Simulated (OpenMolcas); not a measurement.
Ne II: thermal populations, the spin-orbit constant, worked from levels

```json
{
  "Program": "OpenMolcas",
  "Basis": "ANO-RCC-VDZP [3s2p1d]",
  "Scalar Hamiltonian": "DKH2, point nucleus",
  "Active space": "7 electrons in 4 orbitals (2s 2p)",
  "State averaging": "2S+1 = 2 odd, 3 roots; 2S+1 = 2 even, 1 root",
  "Spin-orbit coupling": "state interaction with AMFI integrals over the reference wave functions, term energies averaged over their components"
}
```

Methods: CASSCF; SS-CASPT2, IPEA 0.25 Eh, imaginary shift 0.1 Eh (closed shells correlated: 1s). Measured levels: NIST Handbook of Basic Atomic Spectroscopic Data.

**Thermal populations.** Z = Σ (2J + 1) exp(-E/kT) with k = 0.695035 cm-1/K, over the levels below. No other level of either list lies under 90000 cm-1, which is above 7 kT at each temperature.

```tsv
Level	2J + 1	SS-CASPT2	measured
2s2 2p5 2P* 3/2	4	0.0	0.0
2s2 2p5 2P* 1/2	2	792	780
```

| T (K) | Z, SS-CASPT2 | Z, measured levels | Ground level (%), SS-CASPT2 | Ground level (%), measured levels |
| --- | --- | --- | --- | --- |
| 5000 | 5.592 | 5.598 | 71.5 | 71.5 |
| 8000 | 5.734 | 5.738 | 69.8 | 69.7 |
| 12000 | 5.819 | 5.821 | 68.7 | 68.7 |

At 12000 K, kT = 8340 cm-1, and the computed levels give Z = 4.000 + 1.819 = 5.819.

**The spin-orbit constant.** For the Hund term 2P* of p5, E(J) = (A/2) J(J+1) + constant and ζ = -2S·A = -A. From J = 1/2 to J = 3/2 the energy changes by 1.5 A.

```csv
Source,E(3/2) - E(1/2),A,ζ
CASSCF,-791.8,-527.9,528
SS-CASPT2,-791.8,-527.9,528
measured,-780.3,-520.2,520
```

All in cm-1. SS-CASPT2 is off by +1.5 % and CASSCF by +1.5 %. Both methods take the spin-orbit matrix elements from the reference wave functions, so the second can move ζ only through the term energies and any multistate remixing.

Without dynamic correlation excited terms often stand tens of per cent too high (terms of higher spin than the ground term too low), and those without a measured partner can miss by more than the paired ones (holds for CASSCF). Computed and measured levels are paired by configuration, term and J; levels that our copy of the source lacks, or whose pairing is in doubt (as where it misses far off the trend of its configuration), stay unpaired and out of the deviations. Levels of configurations outside the active space are missing.

* marks odd parity.
